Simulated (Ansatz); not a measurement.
Start from `F[SiH2]O[SiH2]F` and change one atom or group to get `B[SiH2]O[SiH2]F`.

Ansatz, PBE0-D4/def2-TZVP geometries, multiplicity 1. Each molecule was computed in one conformer, which needn't be the lowest.

```csv
property,`F[SiH2]O[SiH2]F`
size of the dipole moment (B3LYP/def2-TZVPP) / D,1.43
LUMO energy (ωB97M-V/def2-TZVPP) / eV,2.06
HOMO energy (PBE/def2-TZVPP) / eV,-7.93
LUMO energy (PBE/def2-TZVPP) / eV,-0.53
HOMO–LUMO gap (B3LYP/def2-TZVPP) / eV,9.33
HOMO energy (ωB97M-V/def2-TZVPP) / eV,-11.69
```

Problem. Give the same properties after the change, and the shifts. (Estimate.)

Solution. Computed: 
```csv
property,`B[SiH2]O[SiH2]F`,shift
size of the dipole moment (B3LYP/def2-TZVPP) / D,1.12,-0.31
LUMO energy (ωB97M-V/def2-TZVPP) / eV,-0.65,-2.71
HOMO energy (PBE/def2-TZVPP) / eV,-6.95,0.98
LUMO energy (PBE/def2-TZVPP) / eV,-3.64,-3.11
HOMO–LUMO gap (B3LYP/def2-TZVPP) / eV,5.22,-4.11
HOMO energy (ωB97M-V/def2-TZVPP) / eV,-10.43,1.26
```

With PBE0 the HOMO rises by 1.17 eV and the LUMO falls by 2.98 eV, so the gap narrows by about 4.15 eV. PBE moves the HOMO by 0.98 eV and ωB97M-V by 1.26 eV. Dipoles are sizes alone; their direction can turn.

B3LYP here is the variant with VWN-RPA as its local correlation; programs differ in this.
